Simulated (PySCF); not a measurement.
Coordinates in bohr (charge 0 multiplicity 1):
```
Au   -0.0192    0.0000    0.0000
H     3.3819   -0.7677    0.0000
H     3.3819    0.7677    0.0000
H    -3.0052    0.0000    0.0000
```

Computed with PBE/[Au def2-TZVP with ECP60, H def2-TZVP], scalar-relativistic core potentials, density fitting, no spin–orbit coupling, PySCF.

This geometry of AuH₃ is a stationary point at this level.

**Question.** What is the point group?

**Answer.** C2v.

**Question.** Is it a minimum?

**Answer.** Yes: all harmonic wavenumbers are real.

**Question.** Which band is strongest in the infrared?

**Answer.** 1305 cm⁻¹ (b2), 13 km/mol.

**Question.** What are the dipole moment and the gap between the highest occupied and lowest empty levels?

**Answer.** 2.45 D and 4.86 eV.

**Question.** Give the atomic charges and bond orders.

**Answer.** 
```csv
atom,Mulliken,Löwdin,polar tensor,Mayer order to Au1
Au1,-0.09,0.04,-0.01,–
"H2,3",0.06,0.07,0.06,0.23
H4,-0.04,-0.19,-0.11,0.95
```
Other Mayer orders above 0.3: H–H 0.72.

Stability towards spin polarisation was not tested. Only a few start shapes were tried, so a lower isomer may exist. With an element this heavy the missing spin–orbit coupling can shift these numbers.
